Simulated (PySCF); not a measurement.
## Gas-phase XPS of `C=C[Si@H](C)[GeH3]`, computed

Compound: C3H10GeSi.
Z-matrix (Å and degrees, PBE0-D3(BJ)/def2-SVP geometry), rows numbered from 1:
```
C 
C   1  1.3376
Si  2  1.8761  1  125.60
C   3  1.8848  2  110.47  1   123.95
Ge  3  2.3852  2  110.28  1     1.62
H   1  1.0959  2  122.06  3  -179.93
H   1  1.0965  2  122.20  3     0.10
H   2  1.0998  1  117.43  3   179.84
H   3  1.5004  2  108.85  1  -116.95
H   4  1.1007  3  110.70  2   -61.47
H   4  1.1007  3  110.95  2   178.21
H   4  1.1015  3  110.57  2    58.34
H   5  1.5425  3  110.34  2   173.78
H   5  1.5437  3  111.15  2    54.62
H   5  1.5418  3  112.19  2   -65.99
```

Theory: delta-SCF UKS SCAN, pcX-2 on the ionised atom, pcseg-1 elsewhere, spin-free X2C (PySCF). Each binding energy is the total energy of the core-ionised species, with the hole localised on one atom, minus that of the ground state; both are solved self-consistently, so orbital relaxation is included.

Question: List the computed XPS lines with their assignment.

Answer: 
| atom(s) | bonded to | level | binding energy (eV) | 2p1/2 (eV) | above the level's lowest (eV) | count |
| --- | --- | --- | --- | --- | --- | --- |
| C1 | C (double bond) and 2 H | C 1s | 290.41 | – | +0.35 | 1 |
| C2 | C (double bond), H and Si | C 1s | 290.06 | – | 0.00 | 1 |
| Si3 | 2 C, H and Ge | Si 2p3/2 | 106.14 | 106.76 | 0.00 | 1 |
| Si3 | 2 C, H and Ge | Si 1s | 1845.92 | – | 0.00 | 1 |
| C4 | 3 H and Si | C 1s | 290.10 | – | +0.04 | 1 |

Lowest listed C 1s: C2, bonded to C (double bond), H and Si. Highest, 0.35 eV above it: C1, bonded to C (double bond) and 2 H. Summing the Pauling electronegativity differences to the bonded atoms, each weighted by its formal bond order, gives -1.00 for the lowest site and -0.70 for the highest; no listed site has a larger sum than the highest. The smallest sum, -1.70, belongs to C4, 0.04 eV above the lowest. The values 290.06 and 290.10 eV lie too close for their order to be trusted.

Question: Which effective nuclear charge Zeff reproduces each element's mean 1s value in the hydrogen-like formula E = 13.606 eV × Zeff²?

Answer: C (Z = 6): mean 290.2 eV, Zeff = 4.62, Z − Zeff = 1.38; Si (Z = 14): mean 1845.9 eV, Zeff = 11.65, Z − Zeff = 2.35. Means run over the listed sites, weighted by atom count.

The 2p values aren't plain energy differences: one relaxed spin-free 2p hole is combined with a matrix within the shell (ground-state 2p orbital-energy differences and spin–orbit coupling). 2p3/2, the mean of its two sublevels, lies a third of the splitting below the shell's mean and 2p1/2 two thirds above it; the statistical areas are 2:1. 2p1/2 minus 2p3/2 (ligand field included): Si 0.62 eV. No level of germanium is listed. One conformer (not necessarily the lowest) at the PBE0-D3(BJ)/def2-SVP geometry, without solvent, vibrations or thermal averaging.
